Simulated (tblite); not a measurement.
A tight-binding relaxation on `C=C[C@@H]1C[C@H]2C[C@@H](N)[C@H]21`.

Computed with GFN2-xTB geometry optimisation, gas phase (tblite 0.8.0). Start geometry: from a force field or distance geometry. The command runs a driver script over a list of jobs; the input below is this job's line of settings and its coordinates in Å.

Command:
```bash
OMP_NUM_THREADS=1 python probes_run.py task.json out
```

Input:
```
{"job": {"kind": "relax", "xc": "GFN2-xTB", "basis": "xTB"}, "charge": 0, "multiplicity": 1}
C      2.030400     2.057200     0.884900
C      1.787700     1.223400    -0.130500
C      0.786300     0.161100     0.102300
C      1.237600    -1.096100    -0.623300
C     -0.200500    -1.359800    -0.945700
C     -1.182500    -1.564900     0.140900
C     -1.735800    -0.163200    -0.159600
N     -2.007300     0.545900     1.068900
C     -0.407600     0.132400    -0.805700
H      2.737200     2.867900     0.842900
H      1.466000     1.958400     1.833500
H      2.344800     1.334100    -1.042500
H      0.570100     0.017700     1.178000
H      1.761000    -1.804800     0.032300
H      1.818100    -0.813800    -1.516200
H     -0.428400    -1.794400    -1.923600
H     -1.965300    -2.320600    -0.097200
H     -0.790500    -1.671200     1.175800
H     -2.584600    -0.141400    -0.856100
H     -2.046900     1.576300     0.947100
H     -2.793800     0.154500     1.617000
H     -0.406500     0.720600    -1.724000
```

Q: What does the run print?

A: 
```
step      E/eV     max force
  0    -723.12159    2.753
  1    -723.49862    2.004
  2    -723.62479    1.167
  3    -723.73886    0.655
  4    -723.81939    0.665
  5    -723.86680    0.390
  6    -723.89152    0.342
  7    -723.91827    0.333
  8    -723.93692    0.377
  9    -723.95156    0.320
... (73 lines left out)
 83    -724.12916    0.016
 84    -724.12921    0.015
 85    -724.12928    0.021
 86    -724.12937    0.025
 87    -724.12945    0.020
 88    -724.12951    0.014
 89    -724.12954    0.011
 90    -724.12957    0.010
 91    -724.12960    0.011
 92    -724.12962    0.009
```

«max force» is the largest atomic force in eV/Å.

Q: From which step on does the largest force stay under 0.1 eV/Å, and how much energy is left to gain from there?

A: From step 42 (0.090 eV/Å), 21.4 meV above the end.

Summary of the converged run: energy lowered by 23.2 kcal/mol over 92 steps; largest atomic force 0.009 eV/Å at the end.

Q: Give the final coordinates.

A: 0.440 Å rms from the input after alignment:
```
atom  x, y, z in Å
C1     2.2019    2.2686    0.6441
C2     1.7754    1.3334   -0.1852
C3     0.7847    0.2828    0.1668
C4     1.1665   -1.1579   -0.2494
C5    -0.1309   -1.2710   -1.0532
C6    -1.3581   -1.6781   -0.2210
C7    -1.7530   -0.1940   -0.0696
N8    -1.8893    0.2590    1.2977
C9    -0.4440    0.2100   -0.7713
H10    2.9178    3.0161    0.3464
H11    1.8500    2.3238    1.6611
H12    2.1440    1.3001   -1.2034
H13    0.4874    0.3662    1.2117
H14    1.2803   -1.8689    0.5667
H15    2.0576   -1.1902   -0.8747
H16   -0.0708   -1.6858   -2.0567
H17   -2.0883   -2.2917   -0.7446
H18   -1.1061   -2.1452    0.7284
H19   -2.6241    0.0567   -0.6993
H20   -1.9946    1.2679    1.3250
H21   -2.7115   -0.1560    1.7226
H22   -0.5053    0.9735   -1.5429
```

On one thread of an Arm Neoverse V1 (shared host), this took 0.73 s.
Labels such as C1 count atoms from 1, the log's own numbers from 0.
